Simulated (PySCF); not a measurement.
EPR parameters of [C5H10OSi]+

C5H10OSi (charge +1 and doublet state).
SMILES with atom numbers: `[OH:1][CH2:2][C@H:3]1[CH+:4][CH:5][CH2:6][SiH2:7]1` (hydrogens: H8 on O1; H9, H10 on C2; H11 on C3; H12 on C4; H13 on C5; H14, H15 on C6; H16, H17 on Si7)

Cartesian coordinates in Å at the GFN2-xTB level; atoms count from 1:
```
atom  x, y, z in Å
O1     1.9524    1.0487   -0.7821
C2     1.9390    0.0722    0.2438
C3     0.5881   -0.5458    0.0583
C4    -0.3075   -0.8447    1.1377
C5    -1.6367   -0.7758    0.8770
C6    -2.0451   -0.1302   -0.3939
Si7   -0.5006    0.8564   -1.0091
H8     2.8257    1.4418   -0.9041
H9     2.7492   -0.6545    0.1064
H10    2.0462    0.5385    1.2305
H11    0.5808   -1.2777   -0.7470
H12    0.0803   -1.0481    2.1268
H13   -2.3850   -1.1058    1.5815
H14   -2.3961   -0.9028   -1.0881
H15   -2.9305    0.4900   -0.2331
H16   -0.3824    2.1118   -0.2820
H17   -0.1848    0.7383   -2.4200
```

The hyperfine couplings belong to this conformer and change with its torsions.

Method: UKS B3LYP, pcH-1 on C H O Si, non-relativistic, mean-field spin-orbit, GIAO (PySCF 2.14.0). Isolated species at its GFN2-xTB geometry (one conformer only). The geometry wasn't refined by DFT: couplings that depend on bond lengths, twists or pyramidal angles can differ widely from those at the functional's own minimum, by a factor of two or more for some ions and for spin on atoms past the first row. Stability of the SCF solution: not tested.

| Property | Result |
| --- | --- |
| g1, g2, g3 | 2.00135, 2.00350, 2.00388 |
| g_iso | 2.00291 |
| Form of g | rhombic: the two nearest values differ by 15 % of g3 − g1 |
| ⟨S²⟩ | 0.7549 (exact 0.7500) |
| HOMO–LUMO gap, α and β orbitals | 6.05, 2.55 eV |
| Total energy | -560.95944 Eh |

Isotropic coupling and dipolar principal values T1 to T3, in MHz; ρ(0) is the spin density at the nucleus:

```tsv
atom	isotope	a_iso	of which spin–orbit	T1	T2	T3	Mulliken spin population	ρ(0) (bohr⁻³)
O1	17O	-38.1	0.0	-5.7	2.8	2.9	0.01	0.0627
C2	13C	-7.6	0.0	-1.0	0.0	1.0	-0.02	-0.0068
C3	13C	10.5	0.0	-26.2	-24.0	50.2	0.25	0.0093
C4	13C	-11.2	0.0	-17.3	-12.4	29.7	0.13	-0.0100
C5	13C	31.1	0.0	-34.3	-32.7	67.0	0.41	0.0277
C6	13C	-16.0	0.0	-4.4	-2.5	6.9	-0.02	-0.0143
Si7	29Si	-53.3	0.0	-34.4	16.5	17.9	0.09	0.0600
H8	1H	18.1	0.0	-2.3	-1.7	4.0	0.01	0.0040
H9	1H	34.2	0.0	-2.8	-1.6	4.3	0.01	0.0076
H10	1H	7.3	0.0	-2.4	-1.9	4.3	0.00	0.0016
H11	1H	115.6	0.0	-11.7	-6.7	18.4	0.04	0.0259
H12	1H	30.7	0.0	-8.1	-6.2	14.3	0.01	0.0069
H13	1H	-25.1	0.0	-16.0	-4.1	20.1	-0.02	-0.0056
H14	1H	93.2	0.0	-5.1	-1.5	6.6	0.04	0.0209
H15	1H	91.5	0.0	-4.3	-3.8	8.2	0.03	0.0205
H16	1H	27.9	0.0	-2.2	-1.7	3.9	0.02	0.0062
H17	1H	6.8	0.0	-2.6	-1.7	4.3	0.00	0.0015
```

The largest Mulliken spin populations are on C5 (+0.41), C3 (+0.25), C4 (+0.13) and Si7 (+0.09).

The SMILES `OC[C@H]1[CH+][CH]C[SiH2]1` draws the unpaired electron on C5, whose computed spin population is only +0.41.

Axes: g3 points within 6° of the C2–C3 bond.

Under fast tumbling the dipolar parts average out, and these isotropic splittings remain (the largest six): 1 × 1H (H11, I = 1/2, 2 lines) with 4.12 mT, 1 × 1H (H14, I = 1/2, 2 lines) with 3.33 mT, 1 × 1H (H15, I = 1/2, 2 lines) with 3.26 mT, 1 × 1H (H9, I = 1/2, 2 lines) with 1.22 mT, 1 × 1H (H12, I = 1/2, 2 lines) with 1.09 mT and 1 × 1H (H16, I = 1/2, 2 lines) with 1.00 mT.

The 17O coupling of O1 (-38.1 MHz) shows only in satellite lines or after enrichment, since that isotope makes up about 0.038 % of natural oxygen.

The 29Si coupling of Si7 (-53.3 MHz) shows only in satellite lines or after enrichment, since that isotope makes up about 4.7 % of natural silicon.
